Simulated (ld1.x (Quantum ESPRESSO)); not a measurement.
In (Z = 49) TM: all-electron and pseudo phase curves

* Element: indium (In)
* Generator: ld1.x (Quantum ESPRESSO) 7.5
* Type: norm-conserving Troullier–Martins (Kleinman–Bylander form)
* Functional: BP86
* Relativity: scalar-relativistic
* Frozen core: [Ar] 3d10
* Valence charge: 21
* Reference configuration: 4s2 4p6 4d10 5s2 5p0 (charge +1)
* Partial waves: 4s (bound): rc 0.90 bohr; 4p (bound): rc 0.95 bohr; 4d (bound): rc 0.95 bohr; 4f channel at 0.4 Ry: rc 0.90 bohr
* Local potential: the f channel
* Core correction: none

Occupied shells without a wave of their own: 5s. They enter only through the test configuration that unscreens the potential.

The phase is arctan(r·u′/u) with u = r·R(r), unwrapped; energies in Ry, scanned from -11 to 5 Ry. A pole is an energy at which the radial function vanishes at the test radius. The pseudo phase is shifted by a multiple of π to meet the all-electron one at the reference energy, and phase errors are pseudo minus all-electron; the curves can meet again beyond the range given. Levels narrower than the energy grid can be missing from the lists of poles.

Q: For each channel, where are the poles, and over which energies does the pseudopotential scatter like the atom?

A:

| channel | radius (bohr) | reference energy (Ry) | poles, all-electron | poles, pseudo | unbroken range about the reference energy with phases within 0.05 rad | phase error 1 Ry above the reference energy (rad) |
| --- | --- | --- | --- | --- | --- | --- |
| s | 1.05 | -9.35 | -2.12 | -2.14 | the whole range | +0.000 |
| p | 1.05 | -6.30 | 2.24 | 0.72 | below 1.2 | -0.001 |
| d | 1.05 | -1.92 | none | none | the whole range | -0.001 |
| f | 1.05 | 0.40 | none | none | the whole range | +0.000 |

Note: ghost state, extra bound levels that the all-electron valence spectrum of the same l lacks: s at -409.0 eV. A true bound ghost makes a file unfit for plane-wave use.

Phases in the d channel:

```
E (Ry)  all-electron  pseudo
-11.00         1.188   1.183
-10.52         1.173   1.168
-10.04         1.156   1.151
 -9.56         1.137   1.132
 -9.08         1.116   1.111
 -8.60         1.093   1.087
 -8.12         1.065   1.060
 -7.64         1.034   1.028
 -7.16         0.998   0.992
 -6.68         0.955   0.949
 -6.20         0.903   0.897
 -5.72         0.842   0.836
 -5.24         0.766   0.760
 -4.76         0.673   0.668
 -4.28         0.557   0.552
 -3.80         0.414   0.410
 -3.32         0.240   0.237
 -2.84         0.037   0.035
 -2.36        -0.182  -0.183
 -1.88        -0.399  -0.399
 -1.40        -0.596  -0.596
 -0.92        -0.762  -0.763
 -0.44        -0.899  -0.901
  0.04        -1.009  -1.012
  0.52        -1.097  -1.101
  1.00        -1.169  -1.175
  1.48        -1.229  -1.235
  1.96        -1.279  -1.286
  2.44        -1.321  -1.329
  2.92        -1.357  -1.365
  3.40        -1.388  -1.397
  3.88        -1.415  -1.426
  4.36        -1.439  -1.451
  4.84        -1.460  -1.474
```
